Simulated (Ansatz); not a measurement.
Consider the formal loss of a carbene: `CC(F)(CF)C(F)F` → `CC(F)C(F)F` + `[CH]F`.

Calculated with Ansatz (gas phase, PBE0-D4/def2-TZVP geometries, no zero-point term in ΔE). CCSD(T)/CBS adds triple-zeta CCSD(T) − MP2 to the extrapolated MP2 energy (def2 sets, frozen cores). This one scheme is used for every species. Functionals use def2-TZVPP. HSE06 is defined as in plane-wave codes. Each species was taken in one conformer, which may not be the lowest.

`CC(F)(CF)C(F)F`:

```xyz
14

C    -0.727    1.149    0.542
C    -0.291   -0.077   -0.223
F    -1.341   -0.512   -1.019
C     0.882    0.233   -1.126
F     1.341   -0.908   -1.746
C     0.033   -1.252    0.697
F    -0.996   -1.480    1.542
F     1.121   -0.945    1.447
H    -1.643    0.932    1.089
H     0.042    1.452    1.254
H    -0.916    1.972   -0.149
H     1.701    0.666   -0.547
H     0.558    0.937   -1.898
H     0.235   -2.168    0.136
```

`CC(F)C(F)F`:

Cartesian coordinates in Å:
```
C 0.109 0.885 0.934
C -0.115 -0.484 0.354
F -1.389 -0.929 0.662
C 0.015 -0.537 -1.157
F 1.311 -0.321 -1.494
F -0.729 0.429 -1.742
H -0.619 1.592 0.536
H 0.012 0.846 2.019
H 1.112 1.235 0.686
H 0.593 -1.213 0.764
H -0.300 -1.503 -1.563
```

`[CH]F`:

```xyz
3

C    -0.279   -0.148   -0.400
F    -0.550    0.098    0.848
H     0.829    0.050   -0.449
```

CCSD(T)/CBS gives +91.1 kcal/mol.

Question: Another level gave +90.8 kcal/mol. Which?
A. BLYP-D4/def2-TZVPP
B. ωB97M-V/def2-TZVPP
C. revPBE/def2-TZVPP
D. HSE06/def2-TZVPP

Answer: B. ωB97M-V 90.8, BLYP-D4 86.6, HSE06 94.1, revPBE 84.5 kcal/mol.

Largest T1 diagnostic among the species: 0.018.

From r2SCAN to r2SCAN0 (25 % exact exchange), in def2-TZVPP and without D4, ΔE moves by +1.0 kcal/mol. In def2-TZVPP, CCSD(T) changes the Hartree–Fock value by +11.2 kcal/mol (the triples alone add +0.9 kcal/mol) and MP2 by +17.6 kcal/mol.
